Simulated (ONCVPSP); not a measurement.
## Configuration tests for carbon (ONCV)

* Element: carbon
* Generator: ONCVPSP 4.0.1
* Type: optimised norm-conserving Vanderbilt (ONCV)
* Functional: PBEsol
* Relativity: non-relativistic
* Frozen core: [He]
* Valence charge: 4
* Reference configuration: 2s2 (charge +2)
* Partial waves: 2s: rc 1.10 bohr, ncon 4, nbas 7, qcut 7.3 1/bohr, 2 projectors, debl 0.5 Ha; p scattering state at 0.27 Ha: rc 1.16 bohr, ncon 4, nbas 8, qcut 9.5 1/bohr, 2 projectors, debl 0.9 Ha; d scattering state at 0.02 Ha: rc 1.16 bohr, ncon 3, nbas 6, qcut 8.8 1/bohr, 1 projector
* Local potential: polynomial inside 0.74 bohr (lpopt 5, dvloc0 1 Ha)
* Core correction: Teter function fitted to the true core (icmod 2), fcfact 0.25

In the s channel the program set the typed energies aside and used -1.476, 0.250 Ha. In the p channel the program set the typed energies aside and used 0.050, 0.950 Ha.

Energies are relative to the spin-unpolarised reference configuration 2s2; without spin polarisation the order of configurations can differ from experiment.

Task: Give the all-electron excitation energy and the error of the potential for: 2s2 2p2; 2s2 2p1; 2s1; 2s1 2p2.

Result:

| valence configuration | charge | ΔE all-electron (eV) | error AE − PS (meV) |
| --- | --- | --- | --- |
| 2s2 2p2 | 0 | -34.814 | +42 |
| 2s2 2p1 | +1 | -24.022 | +23 |
| 2s1 | +3 | 47.943 | +51 |
| 2s1 2p2 | +1 | -15.326 | +32 |

Levels in the configuration 2s2 2p1:

```tsv
level	all-electron (eV)	pseudo (eV)
2s	-25.606	-25.628
2p	-16.910	-16.938
```
